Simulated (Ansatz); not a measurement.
Gas-phase electronic energies from Ansatz, PBE0-D4/def2-TZVP geometries. CCSD(T)/CBS adds triple-zeta CCSD(T) − MP2 to the extrapolated MP2 energy (def2 sets, frozen cores). DFT in def2-TZVPP. Open shells (•) are unrestricted, without spin–orbit coupling. def2 core potentials past Kr. For Sn outer-core shells are correlated without core-valence functions, which leaves a few kJ/mol of doubt a bond. One conformer a species, not always the lowest.

Reaction (homolysis of the O–Sn bond): `C[O][SnH]([F])[Cl]` → `C[O]`• + `[F][SnH][Cl]`•

| level | ΔE (kcal/mol) | difference from CCSD(T)/CBS |
| --- | --- | --- |
| revPBE-D4 | 71.3 | -15.1 |
| B97M-V | 77.1 | -9.3 |
| r2SCANh-D4 | 72.8 | -13.6 |
| r2SCAN0-D4 | 72.3 | -14.1 |
| CAM-B3LYP-D4 | 76.5 | -9.9 |
| ωB97M-V | 78.9 | -7.5 |
| B2PLYP | 77.1 | -9.3 |
| PBE | 72.0 | -14.4 |
| PBE0 | 73.0 | -13.4 |
| r2SCANh | 72.2 | -14.2 |
| r2SCAN0 | 71.6 | -14.8 |
| CAM-B3LYP | 74.6 | -11.8 |
| RPA@PBE/def2-TZVPP | 77.4 | -9.0 |
| CCSD/def2-SVP | 76.4 | -10.0 |
| CCSD(T)/def2-TZVPP | 82.0 | -4.4 |
| MP2/def2-QZVPP | 93.6 | 7.2 |
| CCSD(T)/CBS | 86.4 | 0 |

Largest T1 diagnostic among the species: 0.019.

From BLYP to BHLYP (50 % exact exchange), in def2-TZVPP and without D4, ΔE moves by +3.4 kcal/mol. In def2-TZVPP, CCSD(T) changes the Hartree–Fock value by +31.8 kcal/mol (the triples alone add +2.8 kcal/mol) and MP2 by +40.8 kcal/mol; breaking electron pairs costs correlation energy, which Hartree–Fock lacks.
